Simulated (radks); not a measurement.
Values are calculated unless marked as measured or tabulated.
Spherical quantum dot in the effective-mass picture: electrons in a parabolic well V = omega^2 r^2 / 2 with omega = 0.31, with a point charge +1 (a donor) at the centre, all in effective atomic units (hartree* = m*/eps^2 hartree, bohr* = eps/m* bohr), one dielectric constant everywhere. Level of theory: non-relativistic Kohn-Sham, r2SCAN, spin-polarised, spherical densities, generalised Kohn-Sham scheme (a radial shooting solver with Libxc functionals). Levels are named by radial order and angular momentum (1s, 1p, 1d, 2s, ...), and open shells are averaged over m. Each electron was tried in the lowest free levels, single moves between levels near the top were tried too, and the lowest total energy was kept; such a search can miss a lower state. At N = 1 the Hartree and exchange-correlation terms need not cancel, so that row can carry a self-interaction error.

N,open shells,2S,E (hartree*),mu = E(N) - E(N-1) (hartree*),addition energy mu(N+1) - mu(N) (hartree*),rms radius (bohr*)
1,"1s(up 1, down 0)",1,-0.386853,-0.38685,0.6378,1.406
2,none,0,-0.135934,0.25092,0.8153,1.694
3,"1p(up 1, down 0)",1,0.930302,1.0662,0.2438,2.246
4,"1p(up 2, down 0)",2,2.24037,1.3101,0.2505,2.548
5,"1p(up 3, down 0)",3,3.80090,1.5605,0.3408,2.768
6,"1p(up 3, down 1)",2,5.70219,1.9013,0.2072,2.967
7,"1p(up 3, down 2)",1,7.81072,2.1085,0.2143,3.132
8,none,0,10.1335,2.3228,0.3003,3.277
9,"2s(up 1, down 0)",1,12.7566,2.6231,0.2493,3.440
10,none,0,15.6290,2.8724,0.2545,3.586
11,"1d(up 1, down 0)",1,18.7558,3.1269,0.1823,3.719
12,"1d(up 2, down 0)",2,22.0649,3.3091,0.1812,3.839
13,"1d(up 3, down 0)",3,25.5553,3.4904,0.1793,3.950
14,"1d(up 4, down 0)",4,29.2249,3.6696,0.1769,4.052
15,"1d(up 5, down 0)",5,33.0715,3.8466,0.2331,4.148
16,"1d(up 5, down 1)",4,37.1512,4.0797,0.1633,4.242
17,"1d(up 5, down 2)",3,41.3941,4.2429,0.1636,4.330
18,"1d(up 5, down 3)",2,45.8006,4.4065,0.1629,4.414
19,"1d(up 5, down 4)",1,50.3700,4.5694,0.1617,4.494
20,none,0,55.1011,4.7311,0.3089,4.570
21,"1f(up 1, down 0)",1,60.1411,5.0400,0.1507,4.654
22,"1f(up 2, down 0)",2,65.3318,5.1907,0.1501,4.733
23,"1f(up 3, down 0)",3,70.6726,5.3408,0.1492,4.809
24,"1f(up 4, down 0)",4,76.1626,5.4900,0.1481,4.881
25,"1f(up 5, down 0)",5,81.8007,5.6381,0.1470,4.951
26,"1f(up 6, down 0)",6,87.5858,5.7851,0.1458,5.018
27,"1f(up 7, down 0)",7,93.5167,5.9309,0.1966,5.083
28,"1f(up 7, down 1)",6,99.6443,6.1275,0.1383,5.147
29,"1f(up 7, down 2)",5,105.910,6.2659,0.1382,5.209
30,"1f(up 7, down 3)",4,112.314,6.4041,0.1378,5.270
31,"1f(up 7, down 4)",3,118.856,6.5419,0.1373,5.328
32,"1f(up 7, down 5)",2,125.535,6.6792,0.1366,5.385
33,"1f(up 7, down 6)",1,132.351,6.8157,0.1358,5.440
34,none,0,139.303,6.9516,0.1682,5.494
35,"2p(up 1, down 0)",1,146.422,7.1198,0.1292,5.548
36,"2p(up 2, down 0)",2,153.671,7.2490,0.1326,5.600
37,"2p(up 3, down 0)",3,161.053,7.3816,0.1857,5.651
38,"2p(up 3, down 1)",2,168.620,7.5673,-,5.702

All shells are closed at N = 2, 8, 10, 20, 34 (there: 1s2 1p6 1d10 2s2 1f14); the second difference of the energy has clear peaks (12 % above both neighbours; the first and last values, which can be the largest, are not judged, and half-filled shells can peak too) at N = 2, 5, 8, 15, 20, 27, 34.
